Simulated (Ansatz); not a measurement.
Species: AlCl, charge -1, doublet. AlCl- (parent SMILES [Cl][Al], doublet).
B3LYP-D3(BJ)/def2-TZVP minimum from Ansatz (a quantum-chemistry and plane-wave program):
```
Al
Cl 1 2.3421
```
Charge -1, spin multiplicity 2.

Total energies in aug-cc-pV(T+d)Z, 11 correlated electrons, 10 frozen orbitals. Radicals and triplets start from unrestricted determinants; spin-orbit coupling is neglected. Cores are frozen in correlated methods. No relativity. The spin of AlCl- (parent SMILES [Al][Cl], doublet) was assumed, and the state is the lowest solution found for it.

```json
[
 {"method": "HF", "program": "Ansatz", "energy (Eh)": "-701.50583", "minus CCSDT(Q) (mEh)": "297.79"},
 {"method": "MP2", "program": "Ansatz", "energy (Eh)": "-701.76118", "minus CCSDT(Q) (mEh)": "42.44"},
 {"method": "CCSD", "program": "Ansatz", "energy (Eh)": "-701.78848", "minus CCSDT(Q) (mEh)": "15.14"},
 {"method": "CCSD(T)", "program": "Ansatz", "energy (Eh)": "-701.80186", "minus CCSDT(Q) (mEh)": "1.76"},
 {"method": "CCSDT(Q)", "program": "Ansatz", "energy (Eh)": "-701.80362", "minus CCSDT(Q) (mEh)": "0.00"}
]
```

Rough core times of Ansatz's runs on a shared machine: CCSD(T) 30 s, CCSDT(Q) 10 min.
